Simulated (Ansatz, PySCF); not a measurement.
Ansatz (a program for electronic structure) was given this input:
Ansatz 0.2 input:
```yaml
crystal:
  periodic: [false, false, false]
  atoms:
    - {symbol: In, position_ang: [-0.00000000, -0.00000000, -0.03576299]}
    - {symbol: H, position_ang: [0.00000000, 0.00000000, 1.75238670]}
basis:
  gaussian:
    orbitals: def2-SVP
hamiltonian:
  xc: {name: wB97M-V}
total_charge: -1
magnetization: {spin_polarized: true, initial_magnetization: 1}
accuracy: high
```

Give the equivalent PySCF input.

Several could match; the one computed here: 
```python
from pyscf import gto, scf, dft

mol = gto.Mole()
mol.atom = '''
    In   -0.000000   -0.000000   -0.035763
    H     0.000000    0.000000    1.752387
'''
mol.basis = 'def2-svp'
mol.ecp = {'In': 'def2-svp'}
mol.charge = -1
mol.spin = 1
mol.verbose = 4
mol.build()

mf = dft.UKS(mol)
mf.xc = 'wb97m_v'
mf.grids.atom_grid = (99, 590)
mf.grids.prune = None
mf.kernel()
```

Both were run: Ansatz gave -190.643619 Eh and PySCF -190.643622 Eh, 0.003 mEh apart.
